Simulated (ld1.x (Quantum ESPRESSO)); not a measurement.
## Ce (Z = 58), TM: configuration errors across variants

- Element: Ce
- Generator: ld1.x (Quantum ESPRESSO) 7.5
- Type: norm-conserving Troullier–Martins (Kleinman–Bylander form)
- Functional: LDA (PZ)
- Relativity: scalar-relativistic
- Frozen core: [Kr]
- Valence charge: 22
- Reference configuration: 4d10 4f1 5s2 5p6 5d1 6s2 6p0
- Partial waves: 5p (bound): rc 2.45 bohr; 4d (bound): rc 0.75 bohr; 4f (bound): rc 1.75 bohr; 5s (bound): rc 1.65 bohr
- Local potential: the s channel
- Core correction: none

Occupied shells without a wave of their own: 5d, 6s. They enter only through the test configuration that unscreens the potential.

All-electron excitation energies from the reference (eV): (1) 4d10 4f1 5s2 5p6 5d1 6s1 6p0 6.270; (2) 4d10 4f1 5s2 5p6 5d1 6s0 6p0 17.617; (3) 4d10 4f1 5s2 5p6 5d0 6s0 6p0 36.955; (4) 4d10 4f0 5s2 5p6 5d2 6s1 6p0 11.582; (5) 4d10 4f1 5s2 5p6 5d1 6s0 6p1 9.424; (6) 4d10 4f1 5s2 5p5 5d1 6s2 6p0 27.974; (7) 4d10 4f1 5s2 5p6 5d2 6s0 6p0 6.510; (8) 4d10 4f1 5s2 5p6 5d1 6s2 6p0 spin -0.315; (9) 4d10 4f1 5s2 5p6 5d1 6s1 6p0 spin 5.587.

Spin tests fill each open shell by Hund’s rule, majority spin first.

For the base: The 5d, 6s levels have no wave, so the channel is fitted at the deeper level alone: the likely source of the large errors.

On the changes marked as counting shells twice: ld1.x takes every shell without a wave as core, so the model core holds the marked electrons as well and exchange and correlation see them twice. This cancels in the reference configuration, but the file is broken for other ones, and its errors say nothing about a proper core correction.

Tests that are not counted but printed errors over 1 eV. “core correction a·sin(br)/r model core inside 0.32 bohr (5d, 6s counted twice)”: 4d10 4f1 5s2 5p6 5d0 6s0 6p0 (solver errors, printed error +1.2 eV).

9 further variants failed, have other tests or another functional or relativity, and are left out.

The file “base” misses its own reference levels by 1.2 eV. The file “core correction a·sin(br)/r model core inside 0.32 bohr (5d, 6s counted twice)” misses its own reference levels by 1.2 eV. The file “wave 5p (bound): rc 2.45 bohr becomes 5p (bound): rc 3.10 bohr” misses its own reference levels by 1.2 eV.

Errors AE − PS in meV (a dash: test not solved or not reliable):

```csv
change,(1),(2),(3),(4),(5),(6),(7),(8),(9),bound ghosts
base,-34,-71,+2235,-1529,-56,+118,-1415,+44,+58,none
"core correction a·sin(br)/r model core inside 0.32 bohr (5d, 6s counted twice)",-144,-616,–,-1649,-157,+67,-1602,-27,-266,none
wave 5p (bound): rc 2.45 bohr becomes 5p (bound): rc 3.10 bohr,-34,-71,+2238,-1502,-25,+94,-1415,+43,+57,none
```

Give the same row for: wave 4f (bound): rc 1.75 bohr becomes 4f (bound): rc 2.50 bohr.

-34, -72, +2235, -854, -56, +115, -1415, +56, +73; bound ghosts: none.
